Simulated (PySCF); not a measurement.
## Computed properties of C5H5, SMILES [CH]1C=CC=C1

C5H5, SMILES [CH]1C=CC=C1 (connectivity only; charge and spin as stated), charge +1, multiplicity 1. Coordinates come from a PBE0-D3(BJ)/def2-SVP optimisation. The multiplicity is an assumed one; other spin states were not compared. The isomer is the one that the SMILES or the coordinates give; other isomers of the formula were not compared. Other conformers were not sampled. All values are computed for the isolated molecule unless a solvent is named; none is compared with measurement here.

**Structure.** The optimised structure has C2v symmetry. All 24 harmonic modes at PBE0-D3(BJ)/def2-SVP (PySCF) are real, so it is a minimum. With heavy atoms numbered as in [CH:1]1[CH:2]=[CH:3][CH:4]=[CH:5]1, the shortest bond between them is C2–C3 at 1.349 Å and the longest C3–C4 at 1.563 Å.

**Vibrations.** The strongest infrared lines (harmonic, unscaled, degenerate partners summed) lie at 475 cm⁻¹ (246 km/mol, C 96 %), 1350 cm⁻¹ (125 km/mol, H 54 %, C 46 %), 980 cm⁻¹ (123 km/mol, H 54 %, C 46 %). The softest mode is at 244 cm⁻¹ and the zero-point energy is 50.1 kcal/mol.

**Electronic structure.** PBE0/def2-TZVP (PySCF) places the frontier levels at -13.02 and -10.67 eV, a gap of 2.35 eV and a mean polarisability of 46.8 bohr³.

**Excitations.** TDDFT-CAM-B3LYP/def2-SVPD (PySCF) has S1 at 0.83 eV (1494 nm, f = 0.001, dark); the most intense of the 10 singlets computed lies at 8.19 eV (f = 0.41).

**NMR.** GIAO shifts at PBE0/pcSseg-1 (PySCF) (non-relativistic, atoms alike by connectivity averaged): ¹³C at 204.7 ppm against TMS; ¹H at 4.3 ppm against TMS.
